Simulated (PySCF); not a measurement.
Isomers of C2H5N. All species are isolated molecules in the gas phase. One relaxed conformer stands for each flexible species; it need not be the lowest. Strings in code marks are SMILES.

The HOMO–LUMO gap from two functionals at the same geometries (PBE0-D3(BJ)/def2-TZVP), both in PySCF: PBE-D3(BJ)/def2-TZVP and PBE0-D3(BJ)/def2-TZVP. 

```
species      PBE-D3(BJ)/def2-TZVP (eV)
-----------  -------------------------
`C=NC`                            4.45
`[H]/N=C/C`                       4.89
`C=CN`                            4.88
```

What does PBE0-D3(BJ)/def2-TZVP give for each?


- `C=NC`: 7.09
- `[H]/N=C/C`: 7.59
- `C=CN`: 7.02
Over these rows, drawn at random from the members with no instability flagged (it was tested for open shells, ions and some series alone), PBE minus PBE0-D3(BJ): mean -2.49 eV, from -2.70 eV to -2.14 eV.
